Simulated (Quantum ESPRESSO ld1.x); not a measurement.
These are the eigenvalues of the occupied orbitals of an atom or ion with whole-number occupations (hartree). All-electron calculation, scalar-relativistic Kohn-Sham, LDA (Slater exchange, Perdew-Zunger correlation), spin-polarised, spherical densities, point nucleus. Program: ld1.x of Quantum ESPRESSO 7.5.

1s up: -617.2419
1s down: -616.6486
2s up: -131.6136
2s down: -130.7737
2p up: -124.8321
2p down: -123.8174

Which element is it, and in what charge state? The configuration may be excited. Open shells, if any, are filled with parallel spins first.

Answer. Z = 37, rubidium, charge +29: Rb29+ in [He] 2s2 2p4. The list shows which subshells hold electrons but not how many an open one holds; the 1s level, -617.24 hartree, gives Z - s = 35.1 by -(Z - s)^2/2, which with screening and relativity narrows Z to a few neighbours, and the depths of the outer levels then fix element, charge and occupations together.
